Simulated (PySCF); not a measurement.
Ionisation energy of Xe by level of theory

Xe [Xe] (1S) → Xe⁺ [Kr] 4d10 5s2 5p5 (2P), as a difference of total energies. All numbers are calculated (PySCF 2.14, scalar relativity through the core potential, in aug-cc-pVQZ-PP with one added diffuse shell each of s, p, d, f, g type with ECP28MDF (8s8p6d4f3g, 117 functions)). Correlated levels: valence: 4s2 4p6 4d10 frozen. The calculations carry no spin-orbit coupling.

| method | ionisation energy (eV) | error (eV) |
| --- | --- | --- |
| UHF | 11.449 | -1.116 |
| LDA | 12.610 | +0.045 |
| PBE | 12.324 | -0.241 |
| PBE0 | 12.386 | -0.179 |
| r2SCAN | 12.420 | -0.145 |
| TPSSh | 12.389 | -0.176 |
| B2PLYP | 12.368 | -0.197 |
| CAM-B3LYP | 12.436 | -0.129 |
| MP2 (valence) | 12.411 | -0.154 |
| SCS-MP2 (valence) | 12.358 | -0.207 |

Reference: 12.565 eV (measured; NIST levels, between the centres of gravity of the two terms).

Errors of the correlated levels include the incompleteness of this basis and the frozen core.
